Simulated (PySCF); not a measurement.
2,2-difluoro-1-silylethanone (C2H4F2OSi), SMILES O=C([SiH3])C(F)F.

Coordinates come from a B3LYP-D3(BJ)/def2-SVP optimisation. The values are those of a single conformer.

Calculation: PBE/def2-TZVP in PySCF.

Gas-phase values at a fixed geometry.

Computed frontier levels, gap, dipole moment and polarisability:
```json
{
 "highest_occupied_level": "-6.14 eV",
 "lowest_empty_level": "-3.28 eV",
 "orbital_gap": "2.86 eV",
 "dipole_moment": "0.59 D",
 "quadrupole, principal values (traceless, Buckingham form, about the centre of nuclear charge)": "-7.65, 0.44, 7.21 D·Å",
 "mean_static_polarisability": "58.0 bohr³ (8.59 Å³)",
 "polarisability_principal_values": "48.0, 57.6, 68.3 bohr³"
}
```
